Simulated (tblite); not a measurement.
C3H11GeSi (doublet state).
SMILES with atom numbers: `[CH3:1][GeH:2][C@@H:3]([CH3:4])[SiH3:5]` (hydrogens: H6, H7, H8 on C1; H9 on Ge2; H10 on C3; H11, H12, H13 on C4; H14, H15, H16 on Si5)

Computed with GFN2-xTB (tblite), gas phase: L-BFGS steps from a force-field or distance-geometry start until the largest atomic force falls under 0.01 eV/Å.

Step 12: E = -425.1797 eV
```
atom  x, y, z in Å  |  force x, y, z in eV/Å
C1     -2.1956   -0.4902    0.5140    0.015   0.003  -0.009
Ge2    -1.2827    0.1923   -1.1586    0.026   0.042   0.027
C3      0.6832    0.5375   -0.6616   -0.046  -0.042  -0.031
C4      0.7557    1.6186    0.4022    0.010  -0.001   0.005
Si5     1.5287   -1.0736   -0.1102    0.010  -0.015   0.012
H6     -1.6807   -1.3794    0.8656    0.019  -0.016  -0.024
H7     -2.1577    0.2687    1.2909   -0.019  -0.002   0.005
H8     -3.2367   -0.7387    0.3309    0.010   0.008  -0.032
H9     -1.2372   -1.0900   -2.0937    0.014  -0.046   0.045
H10     1.1836    0.8891   -1.5678   -0.039   0.022  -0.004
H11     1.7870    1.8879    0.6253    0.061  -0.007   0.004
H12     0.2408    2.5234    0.0791   -0.022   0.030  -0.008
H13     0.2947    1.2741    1.3259   -0.020   0.023   0.024
H14     2.9431   -0.7708    0.1364    0.040   0.006  -0.015
H15     1.4184   -2.1031   -1.1418   -0.018   0.010  -0.011
H16     0.9478   -1.5371    1.1520   -0.043  -0.015   0.011
```

Step 13: E = -425.1803 eV
```
atom  x, y, z in Å  |  force x, y, z in eV/Å
C1     -2.1963   -0.4901    0.5140    0.008   0.004  -0.001
Ge2    -1.2820    0.1942   -1.1570    0.017   0.007   0.002
C3      0.6843    0.5364   -0.6613   -0.066   0.007  -0.025
C4      0.7560    1.6190    0.4017    0.013   0.006   0.021
Si5     1.5287   -1.0742   -0.1100    0.013  -0.013   0.011
H6     -1.6785   -1.3801    0.8619   -0.002   0.010  -0.019
H7     -2.1591    0.2693    1.2914   -0.017  -0.028  -0.003
H8     -3.2379   -0.7391    0.3303    0.036   0.009  -0.026
H9     -1.2363   -1.0930   -2.0905    0.012  -0.022   0.053
H10     1.1822    0.8905   -1.5678   -0.030   0.010  -0.005
H11     1.7881    1.8871    0.6250    0.042  -0.004   0.002
H12     0.2408    2.5250    0.0794   -0.002   0.002  -0.011
H13     0.2944    1.2756    1.3261   -0.012   0.022   0.012
H14     2.9428   -0.7713    0.1354    0.048   0.007  -0.011
H15     1.4182   -2.1028   -1.1416   -0.019   0.000  -0.020
H16     0.9469   -1.5376    1.1513   -0.044  -0.017   0.019
```

Q: Estimate the geometry and energy of step 14. (The exact step hangs on the optimiser's Hessian estimate; all steps are aligned on step 13, rigid shifts and turns removed.)

A: E = -425.1809 eV, largest force 0.070 eV/Å
```
atom  x, y, z in Å  |  force x, y, z in eV/Å
C1     -2.1966   -0.4899    0.5139    0.006   0.005   0.000
Ge2    -1.2810    0.1960   -1.1555   -0.001  -0.024  -0.021
C3      0.6840    0.5355   -0.6614   -0.054   0.044  -0.002
C4      0.7566    1.6194    0.4016    0.012   0.010   0.024
Si5     1.5289   -1.0750   -0.1097    0.012  -0.003   0.009
H6     -1.6765   -1.3805    0.8582   -0.017   0.027  -0.013
H7     -2.1607    0.2693    1.2918   -0.013  -0.042  -0.002
H8     -3.2383   -0.7393    0.3293    0.049   0.007  -0.024
H9     -1.2352   -1.0961   -2.0865    0.010  -0.001   0.058
H10     1.1804    0.8919   -1.5679   -0.023  -0.002  -0.004
H11     1.7899    1.8863    0.6248    0.012  -0.006  -0.003
H12     0.2407    2.5264    0.0796    0.020  -0.024  -0.008
H13     0.2939    1.2774    1.3266    0.000   0.022  -0.001
H14     2.9434   -0.7715    0.1344    0.042   0.005  -0.008
H15     1.4176   -2.1025   -1.1418   -0.018  -0.005  -0.022
H16     0.9453   -1.5384    1.1511   -0.038  -0.014   0.016
```

The energy changes by -0.0006 eV. The first-order estimate −F·Δx gives -0.0008 eV and the mean of the old and new forces, exact on a quadratic surface, -0.0006 eV. The step makes an angle of 53° with the force vector and moves no atom by more than 0.005 Å.

The cost below is that of the whole relaxation. Hardware: one thread, Arm Neoverse V1 (aarch64), shared host with 32 logical CPUs at a one-minute load of 33. Cost: 0.31 s.
